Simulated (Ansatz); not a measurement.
SeBr2, relaxed as a singlet with RKS PBE-D4/def2-TZVP in Ansatz, starting from the GFN2-xTB geometry. Force threshold 0.02 eV/Å.

Start:

Cartesian coordinates in Å:
```
Se -0.870 -0.248 -0.353
Br 1.174 -0.210 -1.407
Br -0.305 0.457 1.761
```

Question: Estimate the energy that the relaxation releases and the steps that it takes.

Answer: 0.5 kcal/mol, in 4 steps; 20 s on 4 threads of Intel Xeon on a shared host. No frequencies were taken in this run, so the end may be a saddle point.

Question: Does the start keep its bonding and symmetry?

Answer: By distances, no bond broke or formed. The bond that changes most is Se1–Br3, from 2.30 to 2.33 Å (atoms count from 1). Point group C2v at the start, C2v at the end, both within 0.05 Å.

Question: Predict the relaxed structure.

Answer: 
Cartesian coordinates in Å:
```
Se -0.860 -0.245 -0.350
Br 1.193 -0.221 -1.460
Br -0.333 0.467 1.809
```
Bond lengths: 2 × Br–Se 2.33 Å.
